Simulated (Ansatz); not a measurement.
CH4Cl2SSi can be A, `C[Si](S)(Cl)Cl`, or B, `S[SiH](Cl)CCl`.

Isolated molecules relaxed with PBE0-D4/def2-TZVP in Ansatz; ΔE leaves out vibrations. CCSD(T)/CBS adds triple-zeta CCSD(T) − MP2 to the extrapolated MP2 energy (def2 sets, frozen cores). DFT in def2-TZVPP. B3LYP here is the variant with VWN-RPA as its local correlation; programs differ in this. Each species was taken in one conformer, which may not be the lowest.

Q: Which is lower in electronic energy at CCSD(T)/CBS, and by how much? (An estimate is asked.)

A: The calculation gave: A, by 179.2 kJ/mol.

Q: Give E(B) − E(A) in kJ/mol with B3LYP-D4, CCSD(T)/def2-TZVPP, CCSD(T)/def2-SVP, BLYP-D4, LDA (SPW92), PBE0-D4, MP2/def2-TZVPP. (An estimate is asked.)

A: Computed: B3LYP-D4 178.0, CCSD(T)/def2-TZVPP 177.5, CCSD(T)/def2-SVP 174.9, BLYP-D4 174.0, LDA (SPW92) 176.2, PBE0-D4 180.0, MP2/def2-TZVPP 185.2. None reverses the order clearly.

Q: Does the order hold for the free energy at 298.15 K (harmonic terms from PBE0-D4)? (An estimate is asked.)

A: Computed: Yes: G(B) − G(A) = +173.7 kJ/mol, for one conformer each.

Largest T1 diagnostic: 0.010.

From BLYP to BHLYP (50 % exact exchange), in def2-TZVPP and without D4, E(B) − E(A) moves by +8.5 kJ/mol. At CCSD(T), def2-SVP lies −4.3 kJ/mol from the extrapolated value and def2-TZVPP −1.7 kJ/mol.
